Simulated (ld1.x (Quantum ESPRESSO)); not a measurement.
**Before and after: TM potential for tellurium (Te)**

tellurium (Te), norm-conserving Troullier–Martins (Kleinman–Bylander form), made with ld1.x (Quantum ESPRESSO) 7.5 (revPBE, non-relativistic). Core [Kr] 4d10, reference 5s2 5p4. Waves: 5p (bound): rc 1.95 bohr; 5s (bound): rc 1.60 bohr. Local part: the s channel. Core correction: Bessel-smoothed model core, default radius (core density twice the valence density).

Change: type TM semilocal; local potential the p channel.

Cutoffs: the cutoffs (Ry, on a coarse ladder) from which the occupation-weighted sum of valence levels, in a spherical-Bessel basis at the reference potential, stays within 10 and 1 mRy of its value at 400 Ry; they do not see the model core or the augmentation charge, which bear on the density cutoff. Errors are all-electron minus pseudo energies relative to the spin-unpolarised reference configuration.

**Question.** Predict the effect on cutoff, ghosts and configuration errors.

**Answer.** The potential gets neither clearly harder nor softer (35 Ry and 80 Ry → 35 Ry and 80 Ry); of the 7 tests that both files solve, the error grows in 0 and shrinks in 4 by more than 15 % and 0.3 meV (median size 10.5 → 7.7 meV); neither file shows a bound ghost. A semilocal file is local in each channel, so a ghost entry of none says nothing of the separable form that plane-wave codes build from it.

```csv
quantity,base,changed
"cutoff, loose",35 Ry,35 Ry
"cutoff, tight",80 Ry,80 Ry
bound ghosts,none,none
"error for 5s2 5p3, meV [ΔE 9.73 eV]",-1.0,+0.1
"error for 5s2 5p2, meV [ΔE 27.59 eV]",-10,-6.1
"error for 5s2 5p1, meV [ΔE 54.30 eV]",-47,-39
"error for 5s2 5p3.5, meV [ΔE 3.91 eV]",-0.2,0.0
"error for 5s1 5p5, meV [ΔE 7.99 eV]",-8.3,-7.7
"error for 5s0 5p6, meV [ΔE 16.11 eV]",-35,-32
"error for 5s1 5p4, meV [ΔE 18.24 eV]",-13,-9.0
s: phases at 2.15 bohr within 0.05 rad from the reference energy up to (Ry; the scan ends near 5),2.5,2.5
p: phases at 2.15 bohr within 0.05 rad from the reference energy up to (Ry; the scan ends near 5),to the end of the scan,4.2
```
